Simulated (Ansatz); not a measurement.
Diatomic CdGe, multiplicity 3 (lowest of 2S+1 = 1, 3 at CCSD(T)/def2-TZVPP on PBE0 minima; our sources give no spin for the ground state, which may be another). No spin–orbit coupling. Ge is treated without relativity.

The constants come from a fifth-degree fit in 1/R (seven points, main isotopes). In def2 and cc sets the state is the lowest found near the PBE0 minimum, followed along R.

Correlated levels freeze the inner cores; with def2 sets outer-core shells near the valence are correlated too.

Codes used: Ansatz (Gaussian basis) for Hartree–Fock, density functionals and correlated methods. Values without a source in brackets are computed. In def2 rows elements past Kr take small-core potentials, without spin–orbit coupling.

### Question
What bond length and harmonic frequency does SVWN5/def2-TZVPP give?

### Answer
r_e = 2.515 Å, ω_e = 184 cm⁻¹.

### Question
What bond length and harmonic frequency does wB97X-V/def2-TZVPP give?

### Answer
r_e = 2.660 Å, ω_e = 136 cm⁻¹.

### Question
What bond length and harmonic frequency does B2PLYP/def2-TZVPP give?

### Answer
r_e = 2.641 Å, ω_e = 143 cm⁻¹.

Ansatz is a first-principles code.
